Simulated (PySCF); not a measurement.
Input file for PySCF: D3(BJ) and D4 dispersion corrections on C3H8O2 (SMILES COCOC).

```python
from pyscf import gto
from pyscf.dispersion import dftd3, dftd4

mol = gto.M(
    atom='''
    C     2.03017219    0.62434176    0.95776712
    O     0.70095797    0.20178509    1.17473604
    C     0.00577203    0.00203631   -0.01522508
    O    -1.27601923   -0.40634254    0.34453405
    C    -2.09878111   -0.64871980   -0.77651585
    H     2.60231269   -0.12015629    0.38936708
    H     2.06670845    1.57959988    0.41847265
    H     2.48761006    0.75167228    1.93653188
    H    -0.03549745    0.93908249   -0.60338829
    H     0.50247142   -0.77304863   -0.63022709
    H    -3.07003782   -0.95927505   -0.39748837
    H    -1.69073953   -1.44562656   -1.41144718
    H    -2.22492967    0.25465104   -1.38701697
    ''',
    basis='def2-svp',
    charge=0, spin=0, verbose=0, max_memory=1800)
d3, d4 = {}, {}
for xc in ['hf', 'pbe', 'blyp', 'revpbe', 'tpss', 'r2scan', 'b3lyp', 'pbe0', 'bhlyp', 'camb3lyp', 'b2plyp']:
    d3[xc] = float(dftd3.DFTD3Dispersion(mol, xc=xc, version='d3bj', atm=False).get_dispersion()['energy'])
    print(f'D3(BJ) {xc:10s} {d3[xc]:14.8f} Eh')
for xc in ['hf', 'pbe', 'blyp', 'revpbe', 'tpss', 'r2scan', 'b3lyp', 'pbe0', 'bhlyp', 'camb3lyp', 'b2plyp']:
    d4[xc] = float(dftd4.DFTD4Dispersion(mol, xc={'camb3lyp': 'cam-b3lyp'}.get(xc, xc), atm=True).get_dispersion()['energy'])
    print(f'D4     {xc:10s} {d4[xc]:14.8f} Eh')
```

The log:

```
D3(BJ) hf            -0.06070198 Eh
D3(BJ) pbe           -0.00736805 Eh
D3(BJ) blyp          -0.01492902 Eh
D3(BJ) revpbe        -0.01949774 Eh
D3(BJ) tpss          -0.00898479 Eh
D3(BJ) r2scan        -0.00206036 Eh
D3(BJ) b3lyp         -0.01207798 Eh
D3(BJ) pbe0          -0.00611398 Eh
D3(BJ) bhlyp         -0.00899079 Eh
D3(BJ) camb3lyp      -0.00516375 Eh
D3(BJ) b2plyp        -0.00530241 Eh
D4     hf            -0.02776010 Eh
D4     pbe           -0.00695808 Eh
D4     blyp          -0.01571810 Eh
D4     revpbe        -0.02588256 Eh
D4     tpss          -0.00940551 Eh
D4     r2scan        -0.00184213 Eh
D4     b3lyp         -0.01097425 Eh
D4     pbe0          -0.00579244 Eh
D4     bhlyp         -0.00725405 Eh
D4     camb3lyp      -0.00571486 Eh
D4     b2plyp        -0.00485132 Eh
```

The run finished.

Cost: around 0.05 core-seconds (rough).
